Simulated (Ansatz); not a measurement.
Gas-phase electronic energies from Ansatz, PBE0-D4/def2-TZVP geometries. CBS: MP2 limit from def2 TZ/QZ plus the TZ coupled-cluster correction, frozen cores. Each species was taken in one conformer, which may not be the lowest.

Reaction (isomerisation): `C=N[SiH2]CF` → `C[SiH](F)C=N`

```json
{"species": "`C=N[SiH2]CF`", "CCSD(T)/CBS(def2) energy (Eh)": "-523.26123"}
{"species": "`C[SiH](F)C=N`", "CCSD(T)/CBS(def2) energy (Eh)": "-523.34222"}
```

(1) Work out ΔE.

Largest T1 diagnostic among the species: 0.012.

Results:

(1) ΔE = (-523.34222) − (-523.26123) = -0.08099 Eh = -212.6 kJ/mol.

From PBE to PBE0 (25 % exact exchange), in def2-TZVPP and without D4, ΔE moves by −4.3 kJ/mol. In def2-TZVPP, CCSD(T) changes the Hartree–Fock value by −12.9 kJ/mol (the triples alone add −0.5 kJ/mol) and MP2 by −19.7 kJ/mol.
